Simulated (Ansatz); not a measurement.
AlnHm: gap (eV) at several levels, gas phase, relaxed structures; Ansatz. Clusters are the lowest isomers that short searches found in that spin, judged at the geometry's level. HOMO and LUMO are taken over both spins. Singlets are spin-restricted. A dash marks a value that wasn't run or was left out as unsound. The structures are stationary points that may keep the symmetry of their start. Remarks come from the PBE and PBE0 runs and from stability tests at other levels; not every state was tested.

| species | state | geometry | PBE-D4/def2-SVP | r2SCAN-D4/def2-TZVP | r2SCAN-D4/def2-TZVPD | PBE0-D4/def2-SVP | PBE0-D4/def2-TZVP | LC-ωPBE/def2-TZVP | remarks |
| --- | --- | --- | --- | --- | --- | --- | --- | --- | --- |
| Al2H2 | singlet | PBE-D4/def2-TZVP | 1.61 | 1.81 | 1.81 | 3.10 | 3.15 | – | – |
| Al3H2 | doublet | B3LYP-D4/def2-TZVP | 0.77 | 1.40 | 1.40 | 2.16 | 2.29 | 6.33 | – |
| Al4H | doublet | PBE0-D4/def2-SVP | 0.34 | 0.73 | 0.73 | 1.74 | 1.73 | 5.63 | – |
| Al3H3 | singlet | PBE-D4/def2-TZVP | 2.02 | 2.25 | 2.24 | 3.45 | 3.45 | 7.38 | restricted SCF unstable in HF |
| Al7H | singlet | B3LYP-D4/def2-SVP | 1.05 | 1.17 | – | 2.12 | 2.09 | 5.24 | restricted SCF unstable in HF |

Over the 3 species that have every level, the mean is 1.04 at PBE-D4/def2-SVP, 1.46 at r2SCAN-D4/def2-TZVP, 1.46 at r2SCAN-D4/def2-TZVPD, 2.45 at PBE0-D4/def2-SVP, 2.49 at PBE0-D4/def2-TZVP, 6.45 at LC-ωPBE/def2-TZVP. Orbital gaps grow with the share of exact exchange and aren't one observable across functionals.
